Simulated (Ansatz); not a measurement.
Isolated molecules relaxed with PBE0-D4/def2-TZVP in Ansatz; ΔE leaves out vibrations. CCSD(T)/CBS is the MP2 limit (def2-TZVPP, def2-QZVPP) plus CCSD(T) − MP2 in def2-TZVPP, frozen cores. This one scheme is used for every species. Functionals use def2-TZVPP. For Br outer-core shells are correlated without core-valence functions, which leaves a few kJ/mol of doubt a bond. Scalar relativity is left out up to krypton.

Consider the ligand exchange at a B–Br bond: `BrB1C[SiH2]1` + HCl → `ClB1C[SiH2]1` + HBr.

```csv
level,ΔE (eV)
revPBE-D4,-0.07
BLYP-D4,-0.09
PBE0-D4,-0.06
ωB97M-V,-0.08
r2SCAN,-0.07
r2SCANh,-0.07
CCSD/def2-SVP,-0.15
SCS-MP2/def2-QZVPP,-0.02
```

Problem. What does CCSD(T)/CBS give? (Estimate.)

Solution. Ansatz gave: -0.02 eV. The listed levels differ from it by -0.05, -0.07, -0.04, -0.06, -0.05, -0.05, -0.13, 0.00 eV.

Problem. What do rigid-rotor, harmonic-oscillator terms from PBE0-D4/def2-TZVP frequencies (298.15 K, 1 bar) make of the CCSD(T)/CBS value? (An estimate is asked.)

Solution. Ansatz gave: ΔZPE = -0.01 eV, ΔH = -0.03 eV, ΔS = 0 J/(mol·K), ΔG = -0.04 eV.

Largest T1 diagnostic among the species: 0.013.

At CCSD(T), def2-SVP lies −0.12 eV from the extrapolated value and def2-TZVPP −0.01 eV. Leaving LDA and LC-ωPBE aside and taking each functional with its dispersion term where it has one, the values, not all of them listed here, spread over 0.05 eV, from CAM-B3LYP-D4 to PBE-QIDH. In def2-TZVPP, CCSD(T) changes the Hartree–Fock value by +0.06 eV (the triples alone add +0.01 eV) and MP2 by +0.08 eV.
